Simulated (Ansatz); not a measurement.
Ligand exchange: SnH2(NH2)2 + C2H8MgN2 → SnH(NH2)3 + C2H7MgN

Gas-phase species: SnH2(NH2)2, singlet; C2H8MgN2 `C[N](C)[Mg][NH2]`, singlet; SnH(NH2)3, singlet; C2H7MgN `C[N](C)[MgH]`, singlet. The partners trade H for NH2: Sn–H and Mg–NH2 bonds give way to Sn–NH2 and Mg–H.

Shapes, held fixed at every level: PBE0-D4/def2-TZVP. Flexible molecules stand in one conformer, not always the lowest. Programs: Ansatz 0.2.0. Electronic energies: no zero-point or thermal term.

Q: Estimate ΔE of this reaction.

A: The highest level, CCSD(T)/def2-TZVPP, gives ΔE = +47.6 kJ/mol; the levels span +45.2 to +51.6. The column of differences is taken from that level and isn't an error. No measured value is set beside it here. For atoms past krypton def2 sets carry core potentials with scalar relativity. Outer-core shells of Mg, Sn are correlated, in sets that cover them unevenly.

| level | kind | ΔE (kJ/mol) | less CCSD(T)/def2-TZVPP |
| --- | --- | --- | --- |
| HF/def2-TZVPP | Hartree–Fock | +47.5 | -0.1 |
| PBE-D4/def2-TZVPP | GGA | +45.2 | -2.4 |
| B3LYP-D4/def2-TZVPP | global hybrid | +47.6 | 0.0 |
| wB97M-V/def2-TZVPP | range-separated hybrid | +47.1 | -0.5 |
| wB97X-V/def2-TZVPP | range-separated hybrid | +45.8 | -1.8 |
| B2PLYP/def2-TZVPP | double hybrid | +51.6 | +4.0 |
| MP2/def2-TZVPP | perturbation theory | +50.7 | +3.1 |
| CCSD(T)/def2-TZVPP | coupled cluster or CI | +47.6 | 0.0 |
